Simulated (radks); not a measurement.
Problem. Successive ionisation energies (eV) of one element, from differences of total energies of ions in their ground configurations, starting at charge 0: 19.362, 38.347, 60.590, 85.858, 113.67, 157.59, 184.06, 965.27, 1089.5. All-electron calculation, Dirac Kohn-Sham, PBE, spin-unpolarised, spherical densities, finite nucleus; open shells fill j = l - 1/2 first; Fermi nuclear charge, rms radius 2.8976 fm. Program: a radial shooting solver on a logarithmic mesh with Libxc functionals. Which element is it?

Solution. Fluorine (Z = 9). The first species listed is F in [He] 2s2 2p5, the last F8+ in 1s1.
